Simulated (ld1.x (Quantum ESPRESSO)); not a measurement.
Ranking TM potentials for B (Z = 5)

All share these settings but for the change named:

| Property | Result |
| --- | --- |
| Element | boron |
| Generator | ld1.x (Quantum ESPRESSO) 7.5 |
| Type | norm-conserving Troullier–Martins (Kleinman–Bylander form) |
| Functional | LDA (PZ) |
| Relativity | scalar-relativistic |
| Frozen core | [He] |
| Valence charge | 3 |
| Reference configuration | 2s2 2p1 |
| Partial waves | 2s (bound): rc 1.40 bohr; 2p (bound): rc 3.45 bohr; 3d channel at 0.35 Ry: rc 2.60 bohr |
| Local potential | all-electron potential smoothed inside 1.75 bohr (lloc = -1) |
| Core correction | none |

Test errors are all-electron minus pseudo excitation energies from the reference, over 2s2 2p0; 2s1 2p0; 2s2 2p0.5; 2s1 2p1; 2s0 2p3; 2s1 2p2; 2s2 2p1.3. None of these files shows a bound ghost.

The base gives 454.1 meV.

Of 6 variants that were run, those that failed, showed a ghost or another fault, or gave nearly equal values are left out.

A variant can come out equal or close to the base, since the largest error may sit in a test that the change hardly touches while other tests move.

Rank these variants by their largest absolute test error, smallest first.
A. wave 3d channel at 0.35 Ry: rc 2.60 bohr becomes 3d channel at 0.35 Ry: rc 2.76 bohr
B. all radii scaled by about 0.86 (s 1.20, p 2.98, d 2.24 bohr); local potential all-electron potential smoothed inside 1.52 bohr (lloc = -1)
C. wave 2p (bound): rc 3.45 bohr becomes 2p (bound): rc 5.08 bohr

B (302.5 meV), A (454.1 meV), C (1234.3 meV).
